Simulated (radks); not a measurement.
Values are calculated unless marked as measured or tabulated.
Spin polarisation of the 4f12 shell in neutral erbium. Start: [Xe] 4f(up 6, down 6) 6s2; electrons of 4f are moved from spin down to spin up, other shells keep equal spins. Code: a radial shooting solver on a logarithmic mesh with Libxc functionals. Model: non-relativistic Kohn-Sham, PBE, spin-polarised, spherical densities, point nucleus.

moment (Bohr magnetons)	E - E(0) (eV)	e(4f up) (eV)	e(4f down) (eV)	6s down minus up (eV)
0	0.000	-7.342	-7.342	0.000
0.5	-0.049	-7.536	-7.142	0.010
1	-0.197	-7.725	-6.935	0.020
1.5	-0.444	-7.907	-6.723	0.030
2	-0.790	-8.083	-6.504	0.040

At moment 2 the spin-polarisation energy is -0.790 eV and the 4f exchange splitting 1.579 eV, that is 0.789 eV per Bohr magneton; E = -I m^2/4 would give I = 0.790 eV.
